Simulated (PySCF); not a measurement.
CH8GeN2.
Cartesian coordinates in Å at the PBE0-D3(BJ)/def2-SVP level; atoms count from 1:
```
atom  x, y, z in Å
C1    -1.584    0.053   -0.632
N2    -0.796   -0.413    0.483
Ge3    0.991   -0.736    0.320
N4     1.843    0.684   -0.480
H5    -2.660   -0.104   -0.446
H6    -1.334   -0.526   -1.536
H7    -1.438    1.121   -0.891
H8    -1.087   -0.032    1.376
H9     1.463   -1.063    1.756
H10    1.223   -1.912   -0.647
H11    2.707    0.453   -0.962
H12    2.002    1.501    0.104
```

Level: PBE0/def2-SVPD in PySCF, non-relativistic, on one gas-phase PBE0-D3(BJ)/def2-SVP geometry that isn't relaxed in the solvent. The solvent is an IEF-PCM continuum (cavity from Bondi-type radii × 1.2), and excitations are vertical TDDFT with non-equilibrium linear response and a frozen core. The model holds no explicit solvent molecules, cavitation or dispersion. Spin–orbit coupling is left out although an atom past zinc is present.

Gas-phase singlets (H = HOMO, L = LUMO):

| state | E (eV) | λ (nm) | f | leading configurations |
| --- | --- | --- | --- | --- |
| S1 | 5.750 | 216 | 0.016 | H→L 79%, H→L+1 19% |
| S2 | 6.269 | 198 | 0.030 | H→L+1 74%, H→L 18% |
| S3 | 6.321 | 196 | 0.014 | H-1→L 89% |
| S4 | 6.684 | 186 | 0.019 | H→L+2 93% |
| S5 | 6.917 | 179 | 0.021 | H→L+3 96% |

Task: Give the list for acetonitrile (ε = 35.69), n² = 1.81.

Result: 
| state | E (eV) | λ (nm) | f | leading configurations | change by rank (eV) |
| --- | --- | --- | --- | --- | --- |
| S1 | 5.908 | 210 | 0.017 | H→L 83%, H→L+1 14% | +0.158 |
| S2 | 6.418 | 193 | 0.035 | H→L+1 80%, H→L 14% | +0.149 |
| S3 | 6.523 | 190 | 0.026 | H-1→L 86%, H-1→L+1 11% | +0.202 |
| S4 | 6.742 | 184 | 0.021 | H→L+2 92% | +0.058 |
| S5 | 7.041 | 176 | 0.024 | H→L+3 93% | +0.124 |

Task: The ground-state energy changes by -0.202 eV from gas to acetonitrile. By how much does the total energy of gas-phase S1 change?

Result: E(S1) = E(S0) + excitation energy, so it changes by -0.202 + 0.158 = -0.044 eV: it is lowered less than the ground state, which is what a blue shift means. This is the vertical state, with the slow part of the continuum still set for S0.

Task: How do the frontier levels move from gas to acetonitrile?

Result: 
```tsv
orbital	gas (eV)	solvent (eV)	change (eV)
LUMO+2	1.23	1.28	+0.05
LUMO+1	0.86	0.97	+0.11
LUMO	0.40	0.56	+0.16
HOMO	-6.56	-6.60	-0.04
HOMO-1	-7.29	-7.32	-0.03
HOMO-2	-9.36	-9.33	+0.03
HOMO-3	-9.57	-9.53	+0.04
```

The HOMO–LUMO gap goes from 6.95 to 7.16 eV.

Hardware: one thread of an Intel Xeon at 2.50 GHz, shared host with 64 logical CPUs at a one-minute load of 63. Cost: 37 s of wall time, 0.78 GiB resident at most. This is the whole response run at PBE0/def2-SVPD in acetonitrile, SCF included.
